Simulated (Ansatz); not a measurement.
Total energies of `FC[Si]1(F)CC1`.

Z-matrix (Å, degrees):
```
C
Si 1 1.882
F 1 1.388 2 108.8
H 1 1.095 2 111.5 3 119.7
H 1 1.095 2 111.5 3 -119.7
C 2 1.814 1 123.1 3 31.4
F 2 1.598 1 107.9 3 -180.0
C 2 1.814 1 123.1 3 -31.4
H 6 1.086 2 120.6 1 -2.7
H 6 1.086 2 120.5 1 146.7
H 8 1.086 2 120.5 1 2.7
H 8 1.086 2 120.5 1 -146.7
```

Charge 0, multiplicity 1. All single points use the PBE0-D4/def2-TZVP geometry. It is one conformer, not always the lowest. Basis def2-TZVPP, Ansatz.

RPA on PBE orbitals: Hartree–Fock energy of these orbitals -604.99879 Eh, correlation -1.78280 Eh (frozen core).

| functional | energy without D4 (Eh) | D4 term (kJ/mol) |
| --- | --- | --- |
| LDA (SPW92) | -603.74236 | – |
| PBE | -606.77264 | -23.6 |
| revPBE | -607.10556 | -73.5 |
| BLYP | -607.19130 | -52.1 |
| r2SCAN | -607.09438 | -5.9 |
| B97M-V | -607.13286 | – |
| PBE0 | -606.81747 | -19.9 |
| B3LYP | -607.29793 | -37.9 |
| r2SCANh | -607.07725 | -6.2 |
| r2SCAN0 | -607.05295 | -6.9 |
| HSE06 (plane-wave form) | -606.79578 | -18.5 |
| BHLYP | -607.12540 | -28.3 |
| CAM-B3LYP | -607.16835 | -20.1 |
| LC-ωPBE | -607.00110 | – |
| ωB97X-V | -607.12875 | – |
| ωB97M-V | -607.14701 | – |
| B2PLYP | -606.93723 | – |
| PBE-QIDH | -606.69181 | – |

B3LYP takes the VWN-RPA correlation (the form of Gaussian; ORCA's B3LYP/G). HSE06 is the plane-wave form, built on full-range PBE exchange. The double hybrids freeze the cores in their second-order part.

LC-ωPBE has ω = 0.4 bohr⁻¹.
